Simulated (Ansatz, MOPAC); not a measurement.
System: germyl acetate, C₂H₆GeO₂ (charge 0, singlet). SMILES: C([O][GeH3])(C)=O
Structure (B3LYP-D3(BJ)/def2-TZVP (Ansatz, an electronic-structure program) minimum search):
```xyz
11

C      2.7758     0.1158    -0.2970
C      1.3697    -0.2465     0.0946
O      1.0723    -1.1549     0.8383
O      0.4528     0.5469    -0.4679
Ge    -1.2907     0.1474    -0.0217
H      2.8817     0.0558    -1.3810
H      3.4795    -0.5567     0.1852
H      2.9831     1.1468    -0.0077
H     -1.6164    -1.2643    -0.5134
H     -1.4686     0.3252     1.4874
H     -2.0315     1.2250    -0.8231
```
Charge 0, spin multiplicity 1.

Quantity: size of the dipole moment, in D. Terms: PM7 with its own dispersion and hydrogen-bond terms; LANL2DZ with its own core potentials from Na on; six Cartesian d functions in 6-31G* and its kin unless marked 5d; non-relativistic; no spin-orbit coupling; dispersion terms only where a functional's name holds one. Ab initio and DFT rows: single points at B3LYP-D3(BJ) geometries (Ansatz). Semi-empirical rows: dipoles at the shared geometry.

```json
[
 {"level": "AM1", "program": "MOPAC", "size of the dipole moment (D)": "1.50"},
 {"level": "PM7", "program": "MOPAC", "size of the dipole moment (D)": "1.94"},
 {"level": "MNDO", "program": "MOPAC", "size of the dipole moment (D)": "1.36"},
 {"level": "PBE/LANL2DZ", "program": "Ansatz", "size of the dipole moment (D)": "1.55"},
 {"level": "BLYP/6-31G* with LANL2DZ past Ar", "program": "Ansatz", "size of the dipole moment (D)": "1.43"},
 {"level": "B3LYP/STO-3G", "program": "Ansatz", "size of the dipole moment (D)": "1.26"},
 {"level": "B3LYP/6-31G*", "program": "Ansatz", "size of the dipole moment (D)": "1.49"},
 {"level": "B3LYP/6-31G**", "program": "Ansatz", "size of the dipole moment (D)": "1.49"},
 {"level": "B3LYP/def2-SVP", "program": "Ansatz", "size of the dipole moment (D)": "1.47"},
 {"level": "B3LYP/6-31G* with LANL2DZ past Ar", "program": "Ansatz", "size of the dipole moment (D)": "1.51"}
]
```

No value to compare with is used here. The 10 habitual levels span 1.26 (B3LYP/STO-3G) to 1.94 D (PM7).

The levels are drawn from those run, B3LYP/6-31G* more often than the rest, none by its result; left out are runs that failed, that the program found above a lower state of the same kind, or whose <S^2> lies over 0.5 above the pure value.
